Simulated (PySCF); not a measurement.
Compound: C7H14OSi.
Structure used (GFN2-xTB), in Å, numbered top down from 1:
```
atom  x, y, z in Å
C1    -2.564    0.325   -0.833
C2    -1.658    1.021    0.176
C3    -0.974    0.049    1.141
C4    -0.056   -0.929    0.452
C5     1.198   -1.391    1.089
C6     1.281   -0.478   -0.123
Si7    2.029    1.263   -0.042
C8     1.680   -1.091   -1.382
O9     2.340   -0.504   -2.205
H10   -3.298   -0.298   -0.325
H11   -1.985   -0.300   -1.508
H12   -3.097    1.061   -1.431
H13   -0.893    1.591   -0.354
H14   -2.251    1.727    0.763
H15   -1.738   -0.520    1.678
H16   -0.406    0.622    1.875
H17   -0.582   -1.665   -0.149
H18    1.504   -2.421    0.969
H19    1.485   -0.957    2.035
H20    3.481    1.123   -0.057
H21    1.623    1.870    1.231
H22    1.532    2.063   -1.156
H23    1.344   -2.133   -1.561
```

NICS is the negative of the GIAO shielding at a point without a nucleus: at the ring centre (0) and 1 Å above and below it (1); zz is the component along the ring normal. Level: GIAO PBE0/pcSseg-1 (PySCF, non-relativistic, gas phase) on the GFN2-xTB geometry, one conformer.

Ring bond lengths (Å), with Mayer bond orders in brackets: C4–C5 1.480 (0.96), C5–C6 1.520 (0.88), C6–C4 1.523 (0.84).

**Question.** Give the NICS values of each ring in ppm.

**Answer.** 
| ring | type | NICS(0) | NICS(1), two faces | NICS(1)zz, two faces | rms pucker (Å) | centre to ring atoms, mean (Å) |
| --- | --- | --- | --- | --- | --- | --- |
| C4–C5–C6 | 3-membered carbocycle; formal bonds all single | -43.3 | -8.7 / -7.7 | -20.9 / -24.2 | 0.00 | 0.87 |

**Question.** What do they say, and how far can they be read as aromaticity?

**Answer.** 
- C4–C5–C6: mean NICS(1)zz -22.5 ppm, shielded. C4, C5, C6 have four or more neighbours, and the NICS criterion for π rings isn't applied. The two faces differ by 3.3 ppm, so no symmetry operation interchanges them. NICS(0) lies 35 ppm below the mean NICS(1).

**Question.** List the ring angles and the Hirshfeld charges of the ring atoms.

**Answer.** 
- C4–C5–C6: C4 60.8° (-0.023 e), C5 61.0° (-0.076 e), C6 58.2° (-0.096 e); sum 180.0° against 180° for a flat convex ring.

**Question.** How shielded are the nuclei of the rings and their hydrogens (means over atoms taken as equivalent)?

**Answer.** 
| atoms | environment | σ isotropic (ppm) | principal values of the symmetric part, first atom (ppm) |
| --- | --- | --- | --- |
| C4 | three-membered-ring carbon | 161.4 | 126.7, 171.4, 186.2 |
| C5 | three-membered-ring carbon | 167.0 | 143.6, 169.8, 187.5 |
| C6 | sp3 carbon bound to silicon | 159.8 | 101.0, 150.4, 228.0 |
| H17 | methine hydrogen | 30.06 | 22.9, 29.7, 37.5 |
| H18 | methylene hydrogen | 30.34 | 24.6, 26.4, 40.0 |
| H19 | methylene hydrogen | 30.83 | 25.4, 28.6, 38.5 |
